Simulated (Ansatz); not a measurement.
Reaction (hydrogenolysis of the Si–O bond): `CO[Si](N)(F)Cl` + H₂ → `N[SiH](F)Cl` + CH₃OH

Computed with Ansatz on PBE0-D4/def2-TZVP structures; ΔE is electronic, products minus reactants. CCSD(T)/CBS is the MP2 limit (def2-TZVPP, def2-QZVPP) plus CCSD(T) − MP2 in def2-TZVPP, frozen cores. This one scheme is used for every species. Functionals use def2-TZVPP. B3LYP here is the variant with VWN-RPA as its local correlation; programs differ in this. Each species was taken in one conformer, which may not be the lowest.

`CO[Si](N)(F)Cl`:

Z-matrix (Å, degrees):
```
C
O 1 1.414
H 1 1.094 2 110.8
H 1 1.093 2 111.4 3 121.5
H 1 1.090 2 107.9 3 -118.9
Si 2 1.614 1 125.3 3 -69.4
F 6 1.593 2 107.3 1 -44.4
N 6 1.675 2 108.2 1 -168.9
Cl 6 2.041 2 113.2 1 70.1
H 8 1.005 6 122.5 2 38.1
H 8 1.004 6 122.8 2 -153.3
```

H₂:

Z-matrix (Å, degrees):
```
H
H 1 0.746
```

`N[SiH](F)Cl`:

Z-matrix (Å, degrees):
```
Si
F 1 1.593
Cl 1 2.039 2 105.8
N 1 1.685 2 114.5 3 -118.7
H 1 1.471 2 106.2 3 118.7
H 4 1.006 1 122.2 2 81.4
H 4 1.006 1 121.7 2 -76.3
```

CH₃OH:

Cartesian coordinates in Å:
```
C -0.249 -0.234 0.100
O 0.457 0.986 0.092
H -1.043 -0.139 0.841
H 0.385 -1.082 0.388
H -0.713 -0.455 -0.869
H 1.164 0.924 -0.553
```

| level | ΔE (kcal/mol) | difference from CCSD(T)/CBS |
| --- | --- | --- |
| LDA (SPW92) | 23.0 | -0.7 |
| PBE-D4 | 21.7 | -2.0 |
| r2SCAN-D4 | 24.8 | 1.1 |
| B3LYP-D4 | 24.1 | 0.4 |
| ωB97M-V | 23.9 | 0.2 |
| BHLYP | 22.0 | -1.7 |
| RPA@PBE/def2-TZVPP | 22.5 | -1.2 |
| CCSD/def2-SVP | 20.2 | -3.5 |
| MP2/def2-TZVPP | 24.8 | 1.1 |
| MP2/CBS(def2) | 25.0 | 1.3 |
| CCSD(T)/CBS | 23.7 | 0 |

(1) What do rigid-rotor, harmonic-oscillator terms from PBE0-D4/def2-TZVP frequencies (298.15 K, 1 bar) make of the CCSD(T)/CBS value? (Estimate.)

Largest T1 diagnostic among the species: 0.010.

Results:

(1) The calculation gave: ΔZPE = +4.4 kcal/mol, ΔH = +26.7 kcal/mol, ΔS = 36 J/(mol·K), ΔG = +24.2 kcal/mol.

The D4 term adds +3.2 kcal/mol with B3LYP and +1.8 kcal/mol with PBE0; it sums over pairs of atoms, weighted by their polarisabilities, and B3LYP, whose exchange is more repulsive, gets the larger term. From BLYP to BHLYP (50 % exact exchange), in def2-TZVPP and without D4, ΔE moves by +2.1 kcal/mol.
